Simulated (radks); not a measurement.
The numbers below are computed, except where a source is named.
Cu3+, 26 electrons, occupied as [Ne] 3s2 3p5.75 3d8 4d0.25 (fractional occupations, a model configuration). Code: a radial shooting solver on a logarithmic mesh with Libxc functionals. Model: non-relativistic Kohn-Sham, SCAN, spin-polarised, spherical densities, point nucleus; open shells are filled with parallel spins first; meta-GGA in the generalised Kohn-Sham scheme.

Normalised radial functions P(r) = r R(r), r in bohr:

r,3p up,3d down
0.00303,0.0024,0.0000
0.004593,0.0054,0.0000
0.006963,0.0119,0.0001
0.01056,0.0260,0.0003
0.016,0.0552,0.0010
0.02426,0.1126,0.0031
0.03677,0.2159,0.0098
0.05618,0.3801,0.0294
0.08517,0.5705,0.0800
0.1291,0.6637,0.1959
0.1957,0.4353,0.4139
0.2967,-0.2389,0.7245
0.4497,-1.0192,1.0026
0.6817,-1.2411,1.0478
1.042,-0.7719,0.7944
1.579,-0.2459,0.4262
2.394,-0.0321,0.1399
3.629,-0.0012,0.0213
5.501,0.0000,0.0010
8.338,0.0000,0.0000

3p up: eigenvalue -124.66 eV, 1 radial node at r = 0.262 bohr, <r> = 0.735 bohr, 90 % of the charge inside 1.13 bohr. 3d down: eigenvalue -50.732 eV, 0 radial nodes, <r> = 0.847 bohr, 90 % of the charge inside 1.43 bohr.
